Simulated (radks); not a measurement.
Results of a calculation; reference values are marked as such.
Question: All-electron atom: the europium ion Eu56+ in [He] 2s2 2p3. Code: a radial shooting solver on a logarithmic mesh with Libxc functionals. Model: Dirac Kohn-Sham, PBE, spin-unpolarised, spherical densities, finite nucleus; open shells fill j = l - 1/2 first; Fermi nuclear charge, rms radius 5.1115 fm. Some entries of the table are withheld. Estimate them.

orbital  occ.  eigenvalue (hartree)  r(max) (bohr)
1s1/2       2             -1969.102        0.01419
2s1/2       2                   (1)        0.07910
2p1/2       2                   (2)            (3)
2p3/2       1                   (4)            (5)
3s1/2       0             -195.4875         0.2065
3p1/2       0             -192.3090         0.1913
3p3/2       0             -184.9751         0.2005

Answer: 
(1) 2s1/2 eigenvalue (hartree): -461.9044
(2) 2p1/2 eigenvalue (hartree): -452.3355
(3) 2p1/2 r(max) (bohr): 0.05949
(4) 2p3/2 eigenvalue (hartree): -426.3557
(5) 2p3/2 r(max) (bohr): 0.06492
